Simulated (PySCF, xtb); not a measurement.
Se(SeH)(OSiH3) (H4OSe2Si), SMILES [SiH3]O[Se][SeH]. Atoms are numbered in the order given.

```xyz
8

Se    -0.4210     0.3395     0.8637
Se     1.1331     1.0591    -0.6725
H      2.3300     0.8803     0.1762
O     -0.4309    -1.4608     0.6420
Si    -1.3148    -2.1245    -0.6313
H     -2.7614    -1.7739    -0.5081
H     -1.1265    -3.5976    -0.5239
H     -0.8015    -1.6316    -1.9440
```
Charge 0, spin multiplicity 1.

Coordinates come from a PBE0-D3(BJ)/def2-SVP optimisation. This is a generated structure with no PubChem entry under its InChIKey; it may be hypothetical. The values are those of a single conformer.

These are C-PCM-PBE0/def2-SVP run with PySCF values and carry that method's errors.

The values are the electrostatic part of the solvation free energy, E(continuum) − E(gas) at the gas-phase geometry, in a cavity of scaled van der Waals radii (PySCF's table); cavitation and dispersion terms are not included. In vacuum the orbital gap is 5.48 eV. The dipole moment in vacuum is 0.83 D.

Computed values in water (ε = 78.36), chloroform (ε = 4.71), ethylethanoate (ε = 5.99):
```tsv
solvent	ε	ΔG(elec) (kcal/mol)	dipole (D)	gap (eV)
water	78.36	-2.8	1.22	5.57
chloroform	4.71	-2.2	1.11	5.55
ethylethanoate	5.99	-2.3	1.14	5.56
```

For comparison, GFN2-xTB/ALPB(water) (xtb, at the GFN2-xTB geometry, all terms of that model) gives 0.4 kcal/mol.
